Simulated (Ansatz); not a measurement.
Computed with Ansatz.

Basis-set series for C6H16Ge, SMILES `C[CH](C)[GeH2][CH](C)C`. The species carries charge 0 and has multiplicity 1. The structure was optimised at the PBE0-D4/def2-TZVP level. It is one conformer, not always the lowest.

```
functional       basis  functions  energy (Eh)  HOMO (eV)  LUMO (eV)
   PBE0-D4    def2-SVP        196  -2314.30201      -7.38       1.31
   PBE0-D4  def2-QZVPP        911  -2314.87768      -7.39       0.49
   ωB97M-V    def2-SVP        196  -2314.55931      -9.54       2.98
   ωB97M-V  def2-QZVPP        911  -2315.15156      -9.55       1.67
```

Give the rows for def2-TZVPP. (An estimate is asked.)

The calculation gave: 
```csv
functional,basis,functions,energy (Eh),HOMO (eV),LUMO (eV)
PBE0-D4,def2-TZVPP,458,-2314.81936,-7.38,0.83
ωB97M-V,def2-TZVPP,458,-2315.09437,-9.54,2.30
```

Positive LUMOs are unbound and depend on the basis. Scalar relativity is left out up to krypton.
